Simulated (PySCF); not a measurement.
# Electronic structure of F⁺ (fluorine, charge +1) at the UHF level

Configuration: [He] 2s2 2p4, high-spin 3P determinant. Calculation: PySCF 2.14, in jorge-DZP-DKH (4s2p1d, 15 functions); the spin-free X2C one-electron Hamiltonian (Gaussian nucleus).

```json
{
 "Total energy": "-98.907506 hartree",
 "One-electron energy": "-133.2565 hartree",
 "Hartree (Coulomb) energy": "44.0273 hartree",
 "Exchange energy": "-9.6784 hartree",
 "⟨S²⟩": "2.0039",
 "⟨L²⟩": "2.006",
 "Sum of ⟨r⟩": "6.174 bohr",
 "Sum of ⟨r²⟩": "7.177 bohr²",
 "Traceless quadrupole moment −½Σ⟨3z² − r²⟩ along its main axis": "-0.550 e·bohr²",
 "Langevin diamagnetic susceptibility": "-5.68 ×10⁻⁶ cm³/mol",
 "Time after the integrals": "0.05 s of wall time on 1 thread of Neoverse-V1 (shared host)"
}
```

```csv
shell,electrons,mean orbital energy (hartree),spread (hartree),"rms radius, mean of both spins (bohr)"
1s α,1,-27.22847,0,0.204
1s β,1,-27.12211,0,0.204
2s α,1,-2.40418,0,1.06
2s β,1,-1.99858,0,1.06
2p α,3,-1.49862,0.11962,1.10
2p β,1,-1.30935,0,1.10
```
